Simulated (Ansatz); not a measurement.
Harmonic frequencies (cm⁻¹) at PBE0-D4/def2-TZVP from Ansatz: 24, 72, 100, 160, 402, 423, 474, 476, 593, 628, 678, 729, 845, 883, 889, 991, 1005, 1386, 2010, 2142, 2148, 2163, 3076, 3145.

Each molecule was computed in one conformer, which needn't be the lowest.

Q: Which molecule is it?
A. `[Cl][GaH][CH2][GeH3]`
B. `F[CH2][GaH][SiH2]Cl`
C. `B/C=C(/O)F`
D. `FBB[SiH3]`

A: A.
